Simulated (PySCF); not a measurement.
SMILES [Si][SiH3] (H₃Si₂), doublet, B3LYP/def2-SVP optimised geometry.

```
5

Si    -1.27     1.55     0.00
Si    -0.23    -0.61     0.00
H     -0.68    -1.55    -1.07
H     -0.68    -1.18     1.32
H      1.27    -0.61     0.00
```

Density from PySCF with unrestricted B3LYP/def2-TZVP at that geometry.

Minimum of the electron density along straight lines between bonded atoms, close to the bond critical point (lines longer than 1.1 times the sum of covalent radii, or with two minima, are not listed):

```
bond     length / Å  ρ at the minimum / e bohr⁻³  ∇²ρ there / e bohr⁻⁵  position (fraction from the first atom)
-------  ----------  ---------------------------  --------------------  ---------------------------------------
Si1–Si2       2.397                        0.087                 -0.12                                     0.49
Si2–H3        1.498                        0.117                  0.15                                     0.49
Si2–H4        1.505                        0.114                  0.15                                     0.49
Si2–H5        1.498                        0.117                  0.15                                     0.49
```
